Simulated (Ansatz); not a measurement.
GeH5Sb, SMILES `[GeH3][SbH2]`, relaxed with RKS PBE0-D4/def2-TZVP in Ansatz 0.2.0 from a PBE-D4/def2-SVP geometry. The force threshold is 0.005 eV/Å; the program also tests the step.

Total charge 0; spin multiplicity 1. Sb: def2 effective core potential.

Start:

```xyz
7

Ge    0.898    0.364   -0.005
Sb   -1.148   -1.211   -0.611
H     0.524    1.456    1.032
H     2.048   -0.504    0.577
H     1.412    1.053   -1.298
H    -1.552   -1.332    1.073
H    -2.181    0.174   -0.769
```

Question: By how much does the energy fall, and how many steps does the optimiser take? (Estimate.)

Answer: The calculation gave: 1.92 kJ/mol, in 4 steps.

Question: Which bonds change most? (An estimate is asked.)

Answer: Ansatz gave: Ge1–Sb2 from 2.652 to 2.620 Å; Sb2–H6 from 1.735 to 1.709 Å; Sb2–H7 from 1.735 to 1.709 Å; Ge1–H3 from 1.551 to 1.536 Å.

Question: Give the relaxed structure. (Best estimate.)

Answer: Computed: 
```xyz
7

Ge    0.893    0.364   -0.002
Sb   -1.135   -1.186   -0.593
H     0.526    1.449    1.022
H     2.030   -0.500    0.570
H     1.396    1.039   -1.289
H    -1.547   -1.334    1.058
H    -2.163    0.168   -0.767
```
